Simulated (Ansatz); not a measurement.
```yaml
crystal:
  periodic: [false, false, false]
  atoms:
    - {symbol: Zn, position_ang: [0.471493, -1.756627, -2.139936]}
    - {symbol: Zn, position_ang: [-1.626362, 0.115673, -1.241840]}
    - {symbol: Zn, position_ang: [1.740849, -0.898624, 0.394674]}
    - {symbol: Zn, position_ang: [-0.470417, 2.985848, 3.365500]}
    - {symbol: Zn, position_ang: [-0.351686, 1.173333, 1.443845]}
    - {symbol: Te, position_ang: [-1.974544, -2.199211, -2.108075]}
    - {symbol: Te, position_ang: [-1.275062, 2.463284, -0.500030]}
    - {symbol: Te, position_ang: [2.843456, -1.074099, -1.836087]}
    - {symbol: Te, position_ang: [0.642283, -0.809568, 2.621940]}
basis:
  gaussian: {orbitals: def2-TZVP}
total_charge: 1
magnetization: {spin_polarized: true, initial_magnetization: 1}
hamiltonian: {xc: pbe0, dispersion: d4}
scf: {omitted_lower_state_checks: [starts]}
output: {orbitals: {seedname: orbitals}}
```

```sh
$ ansatz run in.yaml --threads 4 --pin off --events-out ev --progress --plain --max-ram 6963MiB
```

Question: Does this run fit into the memory that it is given?

Answer: No. It has 440 basis functions, and Ansatz plans for 11 GiB where 7 GiB are given.
